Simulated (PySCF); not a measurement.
## The second ionisation energy along group 15

Calculated with PySCF 2.14 from differences of total energies of unrestricted determinants, without spin-orbit coupling. Values in eV. The last column holds reference values (NIST; (s) semi-empirical, (t) theoretical, else measured). Unmarked ones compare directly (S terms, centres of terms, or small fine structure); those marked * lie between the lowest fine-structure levels and include a spin-orbit shift.

```
                          element                         configurations     UHF  MP2 (valence)  SCS-MP2 (valence)  CCSD (valence)  CCSD(T) (valence)     PBE         reference
 N (dyall-av2z, non-relativistic)            [He] 2s2 2p2 → [He] 2s2 2p1  29.211         29.511             29.383          29.354             29.363  29.907      29.601 (s) *
 P (dyall-av2z, non-relativistic)            [Ne] 3s2 3p2 → [Ne] 3s2 3p1  19.142         19.476             19.393          19.507             19.519  19.761      19.769 (s) *
As (dyall-av2z, non-relativistic)  [Ar] 3d10 4s2 4p2 → [Ar] 3d10 4s2 4p1  17.949         18.232             18.161          18.260             18.271  18.478          18.589 *
Sb (dyall-av2z, non-relativistic)  [Kr] 4d10 5s2 5p2 → [Kr] 4d10 5s2 5p1  15.954         16.190             16.131          16.217             16.226  16.432  16.626 ± 0.025 *
```

"Valence" correlates the outer s and p shells and, in groups 3 to 12 and the f block, the outer d or f shell, open or full, or the next shell where the ion has no valence electron left; the wider scheme adds the next inner shell.
